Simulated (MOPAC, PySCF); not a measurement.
C₂H₃Br, SMILES `C=CBr`, neutral singlet in the gas phase. 

Cartesian coordinates (Å):
```xyz
6

C     -0.7231    -0.2049    -0.0422
C      0.4886     0.3028    -0.0749
Br     1.9704    -0.4962     0.7785
H     -1.5291     0.3047    -0.5536
H     -0.9536    -1.1223     0.4806
H      0.7469     1.2160    -0.5885
```
Charge 0, spin multiplicity 1.

All levels are single points at this geometry (CAM-B3LYP-D3(BJ)/def2-TZVP); Pople sets use spherical d functions. Orbital energies aren't observables, and empty levels follow the basis.

AM1 in MOPAC gives gap (eV) = 10.98.

Question: Estimate the gap (eV) from each of these levels: CAM-B3LYP-D3(BJ)/def2-TZVP in PySCF; B3LYP/3-21G in PySCF; B3LYP/6-311+G** (LANL2DZ on Br) in PySCF; M06-2X/6-31G* in PySCF; HF/6-31G* in PySCF.

Answer: 
```csv
level,gap (eV)
CAM-B3LYP-D3(BJ)/def2-TZVP in PySCF,9.57
B3LYP/3-21G in PySCF,7.01
B3LYP/6-311+G** (LANL2DZ on Br) in PySCF,6.66
M06-2X/6-31G* in PySCF,9.58
HF/6-31G* in PySCF,14.10
```
